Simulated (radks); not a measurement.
Question: Bi64+, configuration [Ar] 3d1. All-electron calculation, non-relativistic Kohn-Sham, PBE, spin-polarised, spherical densities, point nucleus; open shells are filled with parallel spins first (spin-orbit coupling, left out, can overturn this in heavy ions); relativity is left out, which matters for an element this heavy. Program: a radial shooting solver on a logarithmic mesh with Libxc functionals. Some entries of the table are withheld. Estimate them.

orbital  occ.  eigenvalue (eV)  <r> (bohr)
1s up       1        -85935.55     0.01823
1s down     1        -85935.45     0.01823
2s up       1        -18457.25     0.07593
2s down     1        -18449.08     0.07591
2p up       3        -18005.24     0.06411
2p down     3        -17999.45     0.06409
3s up       1        -7409.497      0.1800
3s down     1        -7403.001      0.1801
3p up       3        -7227.780      0.1698
3p down     3        -7220.348      0.1699
3d up       1        -6937.225      0.1459
3d down     0        -6926.878      0.1460
4s up       0        -3959.329         (1)
4s down     0        -3956.979         (2)
4p up       0        -3877.771      0.3247
4p down     0        -3875.173      0.3249

Answer: 
(1) 4s up <r> (bohr): 0.3327
(2) 4s down <r> (bohr): 0.3329
